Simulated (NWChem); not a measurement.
Species: CH4SSi, singlet; SMILES S[Si]C

```xyz
7

Si    -0.7859    -0.5525    -0.0031
C      0.7816    -1.6433    -0.0034
H      0.8572    -2.1037     0.9996
H      1.7372    -1.1436    -0.2252
H      0.6413    -2.4825    -0.7060
S      0.2453     1.3252    -0.0023
H     -0.8475     2.1215     0.0334
```
Atoms are numbered in this order, from 1.

Program: NWChem. Pople sets run with spherical d functions. Low-valent species are run as closed-shell singlets; no triplet was tried in these runs. All runs use the structure optimised with PBE0/def2-SVP. Level PBE/6-31G*: energy and gradient; each run changes one setting, and changes count from the defaults (medium grid, exact Coulomb integrals, symmetry on).

Problem. Which setting moves the energy most, and by about how much (defaults; Coulomb fitting, Weigend set; coarse grid; tight SCF thresholds and tolerances)?

Solution. Coulomb fitting, Weigend set, by about 200 μHa.
| setting | size of the energy change (μHa) | largest change of a gradient component (μHa/bohr) | time, defaults = 1 (rough) |
|---|---|---|---|
| defaults | < 10 | < 30 | about 1 |
| tight SCF thresholds and tolerances | < 10 | < 30 | about 1 |
| coarse grid | 60 | 40 | about 1 |
| Coulomb fitting, Weigend set | 200 | 90 | 0.4 |
